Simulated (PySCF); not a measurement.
Gas-phase equilibrium of 1 mol H₂S, 1.7 mol H₂ at 2500 K and 10.0 bar, among 9 species (S₂, S₆, H₂S₂, H, H₂S, SH, H₂, S₈, S). Only gases are allowed; each row takes one source of thermochemistry for all species, and Cantera finds the minimum.

Computed with PySCF (xtb for GFN2) and rigid-rotor harmonic-oscillator thermochemistry at 1 bar. † marks an energy on the PBE0/def2-TZVP geometry and frequencies; other levels use their own. MP2 freezes the core. Open shells (unrestricted) among the columns below: S₂ (multiplicity 3), H (multiplicity 2), SH (multiplicity 2, electronic degeneracy 4), S (multiplicity 3, electronic degeneracy 9); the rest are closed-shell singlets. GFN2 has no spin-polarisation term. Spin-orbit splitting is ignored; it lowers the true energy and changes the entropy of SH, S. B3LYP is the form with VWN-RPA correlation. MP2 isn't extrapolated to the basis-set limit. The harmonic model lacks anharmonicity and excited electronic states, which grow with temperature; levels with a mode under 35 cm⁻¹ are left out.

Molecules larger than those listed are left out.

Mole fractions:

```csv
thermochemistry,x H₂,x S,x H₂S,x S₂,x H,x SH
B3LYP/def2-TZVP†,0.76,0.0044,0.093,0.093,0.0070,0.042
BLYP/def2-TZVP†,0.78,0.0032,0.063,0.11,0.0075,0.031
GFN2-xTB,0.74,0.0011,0.12,0.076,0.0016,0.052
HF/def2-TZVP†,0.64,0.16,0.016,0.0037,0.093,0.088
M06-2X/def2-TZVP†,0.75,0.0036,0.11,0.088,0.0084,0.036
MP2/def2-TZVPP†,0.73,0.0050,0.14,0.077,0.013,0.034
```
The most sensitive of these is S: it spans a factor of 10^2.2 over these rows; at this temperature one factor of ten is RT ln 10 = 48 kJ/mol.
